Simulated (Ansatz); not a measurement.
**Ligand exchange: C3H8Se + SiH3Br → C2H8SeSi + CH3Br**

Gas-phase species: C3H8Se `CC[Se]C`, singlet; SiH3Br `[SiH3]Br`, singlet; C2H8SeSi `CC[Se][SiH3]`, singlet; CH3Br (bromomethane) `CBr`, singlet. The partners trade CH3 for SiH3: Se–CH3 and Br–SiH3 bonds give way to Se–SiH3 and Br–CH3.

Shapes, held fixed at every level: PBE0-D4/def2-TZVP. Flexible molecules stand in one conformer, not always the lowest. Programs: Ansatz 0.2.0. The zero-point and thermal change to 298 K, harmonic and unscaled (PBE0-D4/def2-TZVP), is +0.4 kJ/mol.

Task: Estimate ΔH(298 K) of this reaction.

Result: The highest level, CCSD(T)/def2-TZVPP, gives ΔH(298 K) = +46.0 kJ/mol; the levels span +39.8 to +47.5. The column of differences is taken from that level and isn't an error. No measured value is set beside it here. Relativity is left out for Br, Se. Outer-core shells of Br, Se are correlated, in sets that cover them unevenly. Times are processor times on shared x86 and Arm servers, and rough.

```csv
level,kind,ΔH(298 K) (kJ/mol),less CCSD(T)/def2-TZVPP,CPU time (sum over the molecules)
SPW92/def2-TZVPP,LDA,+42.5,-3.5,17 s
PBE-D4/def2-TZVPP,GGA,+39.8,-6.2,29 s
BHLYP-D4/def2-TZVPP,global hybrid,+46.4,+0.4,37 s
wB97M-V/def2-TZVPP,range-separated hybrid,+47.5,+1.5,2.2 min
wB97X-V/def2-TZVPP,range-separated hybrid,+46.8,+0.8,93 s
B2PLYP/def2-TZVPP,double hybrid,+46.4,+0.4,64 s
CCSD(T)/def2-SVP,coupled cluster or CI,+45.4,-0.6,–
CCSD(T)/def2-TZVPP,coupled cluster or CI,+46.0,0.0,–
```
